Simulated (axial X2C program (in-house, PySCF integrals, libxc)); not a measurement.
**RbSi⁺: cheaper levels and CCSD(T), 2c**

All values were computed with an in-house all-electron X2C program for linear molecules (integrals from PySCF). Two-component (2c) means X2C with spin–orbit coupling and atomic mean-field two-electron Coulomb and Gaunt terms. Basis: Rb dyall-cv3z [12s13p8d4f1g], Si dyall-v3z [8s7p2d1f] (cores contracted in-house); Gaussian nuclei, density fitting, unrestricted open shells. Masses: Rb 84.912 u, Si 27.977 u.

State: Ω = 2 (⟨Sz⟩ = 1.00, ⟨Lz⟩ = 1.00 at HF); fragments Rb+ + Si.

```csv
level,Re (Å),ωe (cm⁻¹),De (eV)
PBE0,3.769,82.5,0.227
HF,3.966,72.2,0.117
MP2,3.790,82.9,0.264
CCSD,3.817,81.1,0.257
BP86,3.804,78.6,0.211
```

Correlated methods: 12 electrons correlated (number of frozen shells: Rb 3 s, 2 p, 1 d; Si 2 s, 1 p), 234 virtual spin orbitals or spinors in MP2, 90 natural virtuals in coupled cluster.

CCSD(T), same Hamiltonian and basis:

Re = 3.802 Å, ωe = 82.0 cm⁻¹, De = 0.26 eV; T1 = 0.005 (Lee–Taylor normalisation).

Problem. Give the differences from CCSD(T) in the columns below.

Solution. 

```csv
level,ΔRe (Å),Δωe (cm⁻¹)
PBE0,-0.033,0.5
HF,0.164,-9.8
MP2,-0.012,0.9
CCSD,0.015,-0.9
BP86,0.002,-3.4
```

The state is one determinant whose occupation by symmetry is held fixed; it was picked as the lowest of a PBE0 search that is not exhaustive. De is counted from the lowest determinant-based energies of the atoms at the same level, without counterpoise correction. Density functionals use the spin component along the axis (collinear). CCSD and (T) use frozen natural virtuals with an MP2 correction for the truncation; (T) itself is uncorrected, so its De runs slightly low. The 2c atoms are single determinants rather than J levels; their spin–orbit lowering is only partly caught, and De is too large by that part. This holds for PBE0, MP2, CCSD, BP86, CCSD(T). PBE0 can misorder states that lie within some tenths of an eV, so this need not be the ground state of the molecule. The nearest other 2c determinant of the search, Ω = 1, lies 0.25 eV up at the distance of the search. The functionals have no current-density term, which raises determinants with orbital currents, atoms included. The atomic limit has a lower orbital projection than the molecule and lies lower at mean-field level, so De may be about a tenth of an eV too small. With several unpaired electrons one determinant need not be a pure state. Open-shell Ω = 0 determinants with evenly filled partner blocks cannot be reached by this program, so the Ω shown need not be the lowest component. At some level and bond length an empty orbital lies below a filled one. The bond is weak, and without diffuse functions and with truncated virtuals even CCSD(T) can be tens of per cent off in De.
